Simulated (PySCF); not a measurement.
AlBGeH$_{4}$N (calculated)

All values are calculated (PySCF 2.14.0). Calculation on a computer-drawn molecule: optimised geometry and harmonic frequencies of an isolated molecule of the commonest isotopes, restricted reference for singlets and unrestricted otherwise, frozen core in MP2; on germanium a core potential holds 10 electrons, which the energies leave out, and 3d is frozen in MP2 and coupled-cluster steps.

```json
{"formula": "AlBGeH4N", "start_structure": {"atoms_angstrom": [["N", 0.9117, -0.0407, 2.4432], ["Ge", 0.0817, 0.3594, 0.9949], ["B", -0.7383, -1.3037, 0.3872], ["Al", -1.7904, -1.5204, -1.3454], ["H", 1.4149, 0.6586, 3.0682], ["H", 0.0315, 1.7479, 0.2326], ["H", -0.654, -2.254, 1.0092], ["H", -2.7194, -1.7439, -2.6795]]}, "given": {"charge": 1, "multiplicity": 1, "method": "HF", "basis": "cc-pV(D+d)Z", "basis_and_core_potential_on_germanium": "cc-pVDZ-PP ECP10MDF", "drawn_bonds_atom": [1, 2, 3, 1, 2, 3, 4], "drawn_bonds_other_atom": [2, 3, 4, 5, 6, 7, 8], "drawn_bonds_order": [2, 1, 1, 1, 1, 1, 1]}, "results": {"rotational_constants [GHz]": null, "total_energy [hartree]": null}}
```

To be estimated
1. What rotational constants does the calculation give for AlBGeH$_{4}$N?
2. What total energy does the calculation give for AlBGeH$_{4}$N?

Answers
1. 17.26, 1.281, 1.193 GHz
2. -616.3859 hartree

Further results for AlBGeH$_{4}$N:

* convergence status largest gradient component: 2.171e-05 hartree/bohr

Optimised structure:
```xyz
8
AlBGeH4N
N      0.9380    -0.0058     2.5315
Ge     0.1620     0.3948     1.0907
B     -0.7658    -1.2948     0.3490
Al    -1.9126    -1.5786    -1.4560
H      1.4364     0.7442     2.9934
H      0.0815     1.7223     0.3524
H     -0.6633    -2.2874     1.0022
H     -2.7384    -1.7916    -2.7528
```

Modes:
```tsv
frequency (cm⁻¹)	reduced mass (dalton)
29.99	3.124
103.1	4.454
199.4	5.866
363.9	1.783
388.4	1.092
428.2	1.082
481.4	2.343
632.3	1.466
661.4	2.304
756.4	1.37
806.9	1.16
920.6	1.237
948.2	1.333
967.3	4.419
2125	1.046
2267	1.021
2778	1.09
3734	1.077
```
